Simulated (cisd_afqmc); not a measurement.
Input (AFQMC/CISD/def2-TZVPPD; cisd_afqmc is a phaseless AFQMC code with CISD trial states that reads the integrals written by Ansatz): A basis named .json is the Basis Set Exchange file of that set.

Ansatz 0.2 input:
```python
import cisd_afqmc

open("ham.yaml", "w").write("""\
crystal:
  periodic: [false, false, false]
  atoms:
    - {symbol: B, position_ang: [0.00000000, 0.00000000, 0.00000000]}
basis:
  gaussian:
    orbitals: def2-TZVPPD.json
magnetization: {spin_polarized: true, initial_magnetization: 1}
correlation: {method: ccsd, electrons: outside_noble_gas, hamiltonian_folder: ham}
scf: {lower_state_search: full}
""")
rep = cisd_afqmc.ansatz("ham.yaml")
e_ccsd = rep["correlation"]["coupled_cluster"]["energy"]["hartree"]
out = cisd_afqmc.run("ham", e_ccsd, trial="CISD", walkers=200, populations=8, threads=8, dt=0.005, steps=40, early=24, settle=10, least=32,
    cut=5e-5, rank_cut=2e-4, target=0.0004, seconds=1500, seed=1, memory=12960, gpu=False)
```

Output:

```
orbitals 36, occupied [2, 1], factors 166 of 223, rank of the doubles 58 of 103
E(HF) = -24.532383
E(CCSD) on the cut factors = -24.596707, shift to the whole factors -0.000006
Energy of the trial state on the determinant = -24.596579
  tau behind 7.2 of longer steps, mean of the populations' last blocks
   2.0  -24.59821
   4.0  -24.59846
   6.0  -24.60244
   8.0  -24.59831
blocks 296 (14 outliers left out), error by blocks joined: 1: 0.00003, 2: 0.00003, 4: 0.00004, 8: 0.00004, 16: 0.00005
E(AFQMC/CISD) = -24.59828 +/- 0.00005
```
